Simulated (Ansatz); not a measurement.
Ansatz (a first-principles code) input (B3LYP-D3(BJ)/def2-TZVP):

Ansatz 0.2 input:
```yaml
crystal:
  periodic: [false, false, false]
  atoms:
    - {symbol: Si, position_ang: [-1.17133653, -0.17343155, 0.34627255]}
    - {symbol: Cl, position_ang: [1.28157539, 0.16849737, -0.30085775]}
    - {symbol: H, position_ang: [-1.40914827, -1.12243005, -0.78894705]}
    - {symbol: H, position_ang: [-1.56461609, 1.18064801, -0.16134527]}
    - {symbol: H, position_ang: [-2.41430589, -0.49463146, 1.21705835]}
basis:
  gaussian:
    orbitals: def2-TZVP
hamiltonian:
  xc: b3lyp
  dispersion: d3bj
total_charge: -1
magnetization: {spin_polarized: true, initial_magnetization: 1}
phonons: {temperatures: {t_min: 298.15, t_max: 298.15, t_step: 100}}
```

Output:

```
Functional definition: B3LYP
integrals: 0.02 GiB planned
656 factors; their error is unknown
mean field: 0.31 GiB planned
mean field evaluation 1: about -20450.5862 eV, gradient 1.2e1 eV
mean field evaluation 2: about -20450.6799 eV, gradient 1.3e1 eV
mean field evaluation 4: about -20451.5765 eV, gradient 5.1e-1 eV
mean field evaluation 8: about -20451.6341 eV, gradient 8.9e-2 eV
mean field evaluation 16: about -20451.6342 eV, gradient 7.5e-6 eV
mean field -20451.63415660 eV, -751.5836926394 hartree, gradient 7.5e-6 eV, S^2 0.752911; 0 other end points of the search recorded, 0 dependent functions left out
the calculation of the forces begins
reference -20451.63438352 eV, -751.5837009788 hartree; 18, 17 occupied and 74, 75 virtual orbitals, 656 factors
these checks for a lower state are left out or cut short: stability, starts, cluster_reference, orbital_swaps, neighbouring_geometries, increment
integrals: 0.02 GiB planned
656 factors; their error is unknown
mean field: 0.31 GiB planned
mean field -20451.63411850 eV, -751.5836912394 hartree, gradient 1.8e-6 eV, S^2 0.752906; 0 other end points of the search recorded, 0 dependent functions left out
the calculation of the forces begins
reference -20451.63434536 eV, -751.5836995765 hartree; 18, 17 occupied and 74, 75 virtual orbitals, 656 factors
these checks for a lower state are left out or cut short: stability, starts, cluster_reference, orbital_swaps, neighbouring_geometries, increment
integrals: 0.02 GiB planned
656 factors; their error is unknown
mean field: 0.31 GiB planned
mean field evaluation 32: about -20451.6341 eV, gradient 1.8e-6 eV
mean field -20451.63407335 eV, -751.5836895803 hartree, gradient 1.8e-6 eV, S^2 0.752917; 0 other end points of the search recorded, 0 dependent functions left out
the calculation of the forces begins
reference -20451.63430035 eV, -751.5836979221 hartree; 18, 17 occupied and 74, 75 virtual orbitals, 656 factors
these checks for a lower state are left out or cut short: stability, starts, cluster_reference, orbital_swaps, neighbouring_geometries, increment
integrals: 0.02 GiB planned
656 factors; their error is unknown
mean field: 0.31 GiB planned
mean field -20451.63411090 eV, -751.5836909600 hartree, gradient 3.0e-6 eV, S^2 0.752915; 0 other end points of the search recorded, 0 dependent functions left out
the calculation of the forces begins
reference -20451.63433786 eV, -751.5836993007 hartree; 18, 17 occupied and 74, 75 virtual orbitals, 656 factors
these checks for a lower state are left out or cut short: stability, starts, cluster_reference, orbital_swaps, neighbouring_geometries, increment
integrals: 0.02 GiB planned
656 factors; their error is unknown
mean field: 0.31 GiB planned
mean field -20451.63409092 eV, -751.5836902258 hartree, gradient 1.0e-6 eV, S^2 0.752907; 0 other end points of the search recorded, 0 dependent functions left out
the calculation of the forces begins
reference -20451.63431781 eV, -751.5836985640 hartree; 18, 17 occupied and 74, 75 virtual orbitals, 656 factors
these checks for a lower state are left out or cut short: stability, starts, cluster_reference, orbital_swaps, neighbouring_geometries, increment
integrals: 0.02 GiB planned
656 factors; their error is unknown
mean field: 0.31 GiB planned
mean field -20451.63413994 eV, -751.5836920273 hartree, gradient 1.3e-6 eV, S^2 0.752912; 0 other end points of the search recorded, 0 dependent functions left out
the calculation of the forces begins
reference -20451.63436688 eV, -751.5837003670 hartree; 18, 17 occupied and 74, 75 virtual orbitals, 656 factors
these checks for a lower state are left out or cut short: stability, starts, cluster_reference, orbital_swaps, neighbouring_geometries, increment
integrals: 0.02 GiB planned
656 factors; their error is unknown
mean field: 0.31 GiB planned
mean field -20451.63416956 eV, -751.5836931157 hartree, gradient 1.4e-6 eV, S^2 0.752911; 0 other end points of the search recorded, 0 dependent functions left out
the calculation of the forces begins
reference -20451.63439648 eV, -751.5837014549 hartree; 18, 17 occupied and 74, 75 virtual orbitals, 656 factors
these checks for a lower state are left out or cut short: stability, starts, cluster_reference, orbital_swaps, neighbouring_geometries, increment
integrals: 0.02 GiB planned
656 factors; their error is unknown
mean field: 0.31 GiB planned
mean field evaluation 64: about -20451.6341 eV, gradient 2.4e-6 eV
mean field -20451.63414095 eV, -751.5836920643 hartree, gradient 2.4e-6 eV, S^2 0.752911; 0 other end points of the search recorded, 0 dependent functions left out
the calculation of the forces begins
reference -20451.63436787 eV, -751.5837004036 hartree; 18, 17 occupied and 74, 75 virtual orbitals, 656 factors
these checks for a lower state are left out or cut short: stability, starts, cluster_reference, orbital_swaps, neighbouring_geometries, increment
integrals: 0.02 GiB planned
656 factors; their error is unknown
mean field: 0.31 GiB planned
mean field -20451.63416404 eV, -751.5836929129 hartree, gradient 2.1e-6 eV, S^2 0.752911; 0 other end points of the search recorded, 0 dependent functions left out
the calculation of the forces begins
reference -20451.63439097 eV, -751.5837012525 hartree; 18, 17 occupied and 74, 75 virtual orbitals, 656 factors
these checks for a lower state are left out or cut short: stability, starts, cluster_reference, orbital_swaps, neighbouring_geometries, increment
integrals: 0.02 GiB planned
656 factors; their error is unknown
mean field: 0.31 GiB planned
mean field -20451.63413775 eV, -751.5836919469 hartree, gradient 1.7e-6 eV, S^2 0.752910; 0 other end points of the search recorded, 0 dependent functions left out
the calculation of the forces begins
reference -20451.63436467 eV, -751.5837002860 hartree; 18, 17 occupied and 74, 75 virtual orbitals, 656 factors
these checks for a lower state are left out or cut short: stability, starts, cluster_reference, orbital_swaps, neighbouring_geometries, increment
integrals: 0.02 GiB planned
656 factors; their error is unknown
mean field: 0.31 GiB planned
mean field -20451.63416267 eV, -751.5836928626 hartree, gradient 1.4e-6 eV, S^2 0.752913; 0 other end points of the search recorded, 0 dependent functions left out
the calculation of the forces begins
reference -20451.63438961 eV, -751.5837012024 hartree; 18, 17 occupied and 74, 75 virtual orbitals, 656 factors
these checks for a lower state are left out or cut short: stability, starts, cluster_reference, orbital_swaps, neighbouring_geometries, increment
integrals: 0.02 GiB planned
656 factors; their error is unknown
mean field: 0.31 GiB planned
mean field -20451.63414238 eV, -751.5836921170 hartree, gradient 1.3e-6 eV, S^2 0.752911; 0 other end points of the search recorded, 0 dependent functions left out
the calculation of the forces begins
reference -20451.63436931 eV, -751.5837004563 hartree; 18, 17 occupied and 74, 75 virtual orbitals, 656 factors
these checks for a lower state are left out or cut short: stability, starts, cluster_reference, orbital_swaps, neighbouring_geometries, increment
integrals: 0.02 GiB planned
656 factors; their error is unknown
mean field: 0.31 GiB planned
mean field -20451.63412395 eV, -751.5836914398 hartree, gradient 1.3e-6 eV, S^2 0.752911; 0 other end points of the search recorded, 0 dependent functions left out
the calculation of the forces begins
reference -20451.63435089 eV, -751.5836997794 hartree; 18, 17 occupied and 74, 75 virtual orbitals, 656 factors
these checks for a lower state are left out or cut short: stability, starts, cluster_reference, orbital_swaps, neighbouring_geometries, increment
integrals: 0.02 GiB planned
656 factors; their error is unknown
mean field: 0.31 GiB planned
mean field evaluation 96: about -20451.6341 eV, gradient 4.1e-2 eV
mean field -20451.63414366 eV, -751.5836921641 hartree, gradient 1.8e-6 eV, S^2 0.752909; 0 other end points of the search recorded, 0 dependent functions left out
the calculation of the forces begins
reference -20451.63437056 eV, -751.5837005025 hartree; 18, 17 occupied and 74, 75 virtual orbitals, 656 factors
these checks for a lower state are left out or cut short: stability, starts, cluster_reference, orbital_swaps, neighbouring_geometries, increment
integrals: 0.02 GiB planned
656 factors; their error is unknown
mean field: 0.31 GiB planned
mean field -20451.63410755 eV, -751.5836908368 hartree, gradient 1.9e-6 eV, S^2 0.752914; 0 other end points of the search recorded, 0 dependent functions left out
the calculation of the forces begins
reference -20451.63433450 eV, -751.5836991774 hartree; 18, 17 occupied and 74, 75 virtual orbitals, 656 factors
these checks for a lower state are left out or cut short: stability, starts, cluster_reference, orbital_swaps, neighbouring_geometries, increment
integrals: 0.02 GiB planned
656 factors; their error is unknown
mean field: 0.31 GiB planned
mean field -20451.63416143 eV, -751.5836928171 hartree, gradient 1.2e-6 eV, S^2 0.752911; 0 other end points of the search recorded, 0 dependent functions left out
the calculation of the forces begins
reference -20451.63438836 eV, -751.5837011566 hartree; 18, 17 occupied and 74, 75 virtual orbitals, 656 factors
these checks for a lower state are left out or cut short: stability, starts, cluster_reference, orbital_swaps, neighbouring_geometries, increment
integrals: 0.02 GiB planned
656 factors; their error is unknown
mean field: 0.31 GiB planned
mean field -20451.63411679 eV, -751.5836911765 hartree, gradient 1.4e-6 eV, S^2 0.752911; 0 other end points of the search recorded, 0 dependent functions left out
the calculation of the forces begins
reference -20451.63434372 eV, -751.5836995159 hartree; 18, 17 occupied and 74, 75 virtual orbitals, 656 factors
these checks for a lower state are left out or cut short: stability, starts, cluster_reference, orbital_swaps, neighbouring_geometries, increment
integrals: 0.02 GiB planned
656 factors; their error is unknown
mean field: 0.31 GiB planned
mean field -20451.63415945 eV, -751.5836927442 hartree, gradient 1.7e-6 eV, S^2 0.752909; 0 other end points of the search recorded, 0 dependent functions left out
the calculation of the forces begins
reference -20451.63438636 eV, -751.5837010831 hartree; 18, 17 occupied and 74, 75 virtual orbitals, 656 factors
these checks for a lower state are left out or cut short: stability, starts, cluster_reference, orbital_swaps, neighbouring_geometries, increment
integrals: 0.02 GiB planned
656 factors; their error is unknown
mean field: 0.31 GiB planned
mean field evaluation 128: about -20451.6341 eV, gradient 3.1e-2 eV
mean field -20451.63412353 eV, -751.5836914243 hartree, gradient 1.8e-6 eV, S^2 0.752913; 0 other end points of the search recorded, 0 dependent functions left out
the calculation of the forces begins
reference -20451.63435048 eV, -751.5836997644 hartree; 18, 17 occupied and 74, 75 virtual orbitals, 656 factors
Total energy: -20451.77809092 eV, -751.5889821282 hartree
Atom 0 at    -1.171337    -0.173432     0.346273 Å, force     0.000302     0.000097    -0.000282 eV/Å
Atom 1 at     1.281575     0.168497    -0.300858 Å, force     0.000636     0.000162    -0.000438 eV/Å
Atom 2 at    -1.409148    -1.122430    -0.788947 Å, force    -0.000384     0.001550     0.001369 eV/Å
Atom 3 at    -1.564616     1.180648    -0.161345 Å, force    -0.000140    -0.002063     0.000385 eV/Å
Atom 4 at    -2.414306    -0.494631     1.217058 Å, force    -0.000414     0.000254    -0.001035 eV/Å
Dipole moment:     0.001175    -0.001045     0.004127 e Å
Vibrations: 189.25 380.00 429.30 855.29 958.37 973.85 1816.32 2106.49 2116.71 cm⁻¹, zero-point energy 0.609108 eV
```
